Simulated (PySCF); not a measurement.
Compound: C₇H₁₆FNSi.
Structure used (PBE0-D3(BJ)/def2-SVP), in Å, numbered top down from 1:
```
atom  x, y, z in Å
C1     3.933    0.828   -0.411
C2     2.435    0.762   -0.119
Si3    1.830   -0.976    0.204
F4     2.706   -1.514    1.483
N5     0.138   -1.047    0.495
C6    -0.643   -2.220    0.174
C7    -0.549   -0.040    1.276
C8    -1.661    0.668    0.538
C9    -3.072    0.157    0.598
C10   -2.700    1.419    1.316
H11    4.264    1.857   -0.619
H12    4.203    0.214   -1.286
H13    4.520    0.453    0.442
H14    2.193    1.389    0.756
H15    1.849    1.175   -0.959
H16    2.131   -1.920   -0.907
H17   -1.509   -1.975   -0.465
H18   -1.030   -2.718    1.084
H19   -0.027   -2.951   -0.369
H20   -0.968   -0.489    2.201
H21    0.185    0.710    1.615
H22   -1.342    1.112   -0.412
H23   -3.692    0.228   -0.300
H24   -3.261   -0.734    1.204
H25   -3.057    2.372    0.919
H26   -2.638    1.386    2.408
```

Level: PBE0/pcSseg-1 in PySCF, non-relativistic, on one gas-phase PBE0-D3(BJ)/def2-SVP geometry that isn't relaxed in the solvent. The solvent is an IEF-PCM continuum (Bondi radii, 1.10 Å for H, scaled by 1.2). Specific hydrogen bonds and non-electrostatic terms are outside this model.

Gas phase at PBE0/pcSseg-1: HOMO -6.63 eV, LUMO 1.34 eV, dipole 2.20 D.

What does the continuum do to the energy, the frontier levels and the dipole at PBE0/pcSseg-1 in tetrahydrofuran and water?

```tsv
solvent	ε	E(solvent) − E(gas) (kcal/mol)	polarisation term (kcal/mol)	distortion of the solute (kcal/mol)	HOMO (eV)	LUMO (eV)	dipole (D)
tetrahydrofuran	7.426	-3.22	-3.47	0.25	-6.54	1.50	2.57
water	78.36	-3.95	-4.34	0.39	-6.53	1.50	2.65
```

Polarisation term: ½ Σ q·V over the induced surface charges. Distortion: the rise of the solute's own energy as its density leaves the gas-phase optimum. From tetrahydrofuran to water the lowering changes by a factor 1.23, Onsager's factor (ε − 1)/(2ε + 1) by 1.21 and ε itself by 10.6.

Which radius a makes the point-dipole formula ΔE = −[(ε − 1)/(2ε + 1)]·μ²/a³ give the value in water, with the gas-phase dipole?

μ = 0.867 au and |ΔE| = 0.00630 Eh give a = 2.06 Å; the farthest nucleus lies 4.65 Å from the centroid of the nuclei, so such a sphere wouldn't even hold the nuclei. The formula assumes a rigid point dipole at the centre of a sphere.

Give the dipole vector in the frame of the coordinates (D, pointing from negative to positive charge), gas and water.

Gas (-1.66, 1.09, -0.96), solvent (-2.01, 1.33, -1.11). Its length changes by +20 % and its direction by 1°.

Which Hirshfeld charges (PBE0/pcSseg-1) respond most in tetrahydrofuran (means over atoms taken as equivalent)?

```
atoms             environment  gas (e)  solvent (e)  change
   F4  silicon-bound fluorine   -0.227       -0.241  -0.014
  H15      methylene hydrogen   +0.040       +0.045  +0.005
  H14      methylene hydrogen   +0.041       +0.045  +0.004
  Si3  fluorine-bound silicon   +0.442       +0.439  -0.003
  H20      methylene hydrogen   +0.035       +0.038  +0.003
  H21      methylene hydrogen   +0.042       +0.045  +0.003
```

Which Mayer bond orders change most in tetrahydrofuran?

```json
{"bond": "Si3–F4", "length (Å)": "1.641", "gas": "0.925", "solvent": "0.897", "change": "-0.028"}
{"bond": "Si3–N5", "length (Å)": "1.718", "gas": "1.006", "solvent": "1.022", "change": "+0.016"}
{"bond": "C2–Si3", "length (Å)": "1.868", "gas": "0.912", "solvent": "0.921", "change": "+0.009"}
{"bond": "N5–C7", "length (Å)": "1.448", "gas": "0.954", "solvent": "0.946", "change": "-0.008"}
{"bond": "N5–C6", "length (Å)": "1.445", "gas": "0.957", "solvent": "0.951", "change": "-0.006"}
{"bond": "C2–H14", "length (Å)": "1.104", "gas": "0.935", "solvent": "0.931", "change": "-0.004"}
{"bond": "C10–H25", "length (Å)": "1.093", "gas": "0.955", "solvent": "0.952", "change": "-0.003"}
{"bond": "C10–C8", "length (Å)": "1.500", "gas": "0.949", "solvent": "0.951", "change": "+0.002"}
```

Time: 72 s of wall time; peak memory 1.4 GiB. Hardware: an Arm Neoverse V2 with one thread, on a shared host. This is the whole shielding run at PBE0/pcSseg-1 in water, SCF included.
